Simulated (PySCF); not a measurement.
# Dipole response of Pb⁶⁵⁺ (lead, charge +65)

[Ne] 3s2 3p5, 2P determinant. Calculation: PySCF 2.14, in an uncontracted even-tempered set (16 s from 19 bohr⁻², ratio 2.5; 10 p from 25 bohr⁻², ratio 2.5; 4 d from 100 bohr⁻², ratio 2.7; 4 f from 150 bohr⁻², ratio 2.7); the non-relativistic Hamiltonian (point nucleus). Coupled (time-dependent) response in atomic units; α is the mean over directions.

| method | mean α (bohr³) | α xx, yy, zz | C₆ (like pair) | S(−4) |
| --- | --- | --- | --- | --- |
| UHF | 0.001621 | 0.003165, 0.0008490, 0.0008490 | 3.753e-05 | 1.541e-05 |
| PBE0 | 0.001641 | 0.003209, 0.0008570, 0.0008570 | 3.726e-05 | 1.814e-05 |

S(−4) is the Cauchy moment in α(ω) = α(0) + S(−4) ω² + …

Spin-orbit coupling is absent.

α(iu) at PBE0:

```tsv
u (hartree)	α(iu) (bohr³)
0	0.001641
2.00	0.001574
4.00	0.001423
8.00	0.001128
12.0	0.0009351
16.0	0.0008019
20.0	0.0006997
30.0	0.0005178
40.0	0.0004018
60.0	0.0002749
100	0.0001755
```

A single London oscillator, α(iu) = α/(1 + u²/ω²), gives C₆ = (3/4) ω α². Matching the computed C₆ needs ω = 4 × 3.726e-05 / (3 × 0.001641²) = 18.4 hartree.

For an ion, C₆ is the dispersion term alone; charge-induced terms of lower order in 1/R come first.

The components differ because the open shell of this determinant is not spherical; for a pure term their mean is the scalar polarisability.

A non-relativistic calculation at this Z misses sizeable relativistic shifts. Spin-orbit coupling, absent here, splits the open shell strongly.
